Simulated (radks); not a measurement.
Results of a calculation; reference values are marked as such.
Question: These are the eigenvalues of the occupied orbitals of an atom or ion with whole-number occupations (eV). Level of theory: Dirac Kohn-Sham, PBE, spin-unpolarised, spherical densities, point nucleus (a radial shooting solver on a logarithmic mesh with Libxc functionals).

orbital  eigenvalue
1s1/2     -51157.85
2s1/2     -12457.41

Which element is it, and in what charge state? The configuration may be excited. Open shells, if any, are shared by 2j + 1.

Answer: Z = 61, promethium, charge +57: Pm57+ in [He] 2s2. The 1s level, -1880 hartree, gives Z - s = 61.3 by -(Z - s)^2/2, which with screening and relativity narrows Z to a few neighbours, and the depths must fix Z and the occupations together.
